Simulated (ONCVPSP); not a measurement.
# Which change was made? (K, ONCV)

- Element: K
- Generator: ONCVPSP 4.0.1
- Type: optimised norm-conserving Vanderbilt (ONCV)
- Functional: LDA (Perdew-Zunger)
- Relativity: scalar-relativistic
- Frozen core: [Ne] 3s2
- Valence charge: 7
- Reference configuration: 3p6 4s0.5 4p0.5
- Partial waves: 4s: rc 3.30 bohr, ncon 5, nbas 8, qcut 2.1 1/bohr, 2 projectors, debl 1.6 Ha; 3p+4p: rc 2.70 bohr, ncon 4, nbas 8, qcut 4.6 1/bohr, 2 projectors; d scattering state at 0.16 Ha: rc 3.20 bohr, ncon 4, nbas 8, qcut 3.4 1/bohr, 3 projectors, debl 1 Ha
- Local potential: polynomial inside 2.50 bohr (lpopt 5, dvloc0 -1 Ha)
- Core correction: Teter function, fcfact 2.75, rcfact 1.1

Cutoffs, loose and tight: the cutoffs (Ha) at which the residual kinetic energy of the hardest occupied pseudo-wave falls to 1 and 0.1 mHa per electron. They do not see the model core or the augmentation charge, which bear on the density cutoff. Test errors are all-electron minus pseudo excitation energies from the reference, over the configurations 3p6 4s1 4p0; 3p6 4s0 4p0; 3p6 4s0.5 4p0; 3p5 4s1 4p0; variants that change the core or the reference have their own tests. The largest error is taken over the tests solved by every variant that gives reliable tests at all, those not shown here included: 3p6 4s0 4p0; 3p6 4s0.5 4p0; 3p6 4s1 4p0.

The base gives: outcome: generated; cutoff, loose: 8.2 Ha; cutoff, tight: 9.5 Ha; bound ghosts: none; GHOST(+) flags above zero: s; largest test error (meV): +2.8.

Task: After one change the result is: outcome: generated; cutoff, loose: 8.6 Ha; cutoff, tight: 10 Ha; bound ghosts: none; GHOST(+) flags above zero: s; largest test error (meV): +2.8. Which change was it?
A. s: qcut 2.7; p: qcut 5.9; d: qcut 4.4
B. s: qcut 1.3; p: qcut 2.9; d: qcut 2.1
C. s: qcut 1.7; p: qcut 3.8; d: qcut 2.8
D. s: qcut 2.2; p: qcut 4.9; d: qcut 3.6

Result: D. The others give: s: qcut 1.3; p: qcut 2.9; d: qcut 2.1 → outcome: failed: ERROR pspot: first pseudo wave function has node, program will stop | s: qcut 1.7; p: qcut 3.8; d: qcut 2.8 → outcome: generated; cutoff, loose: 7.3 Ha; cutoff, tight: 24 Ha; bound ghosts: none; GHOST(+) flags above zero: s, d; largest test error (meV): +2.8 | s: qcut 2.7; p: qcut 5.9; d: qcut 4.4 → outcome: generated; cutoff, loose: 10 Ha; cutoff, tight: 12 Ha; bound ghosts: s; GHOST(+) flags above zero: none; largest test error (meV): +2.8.
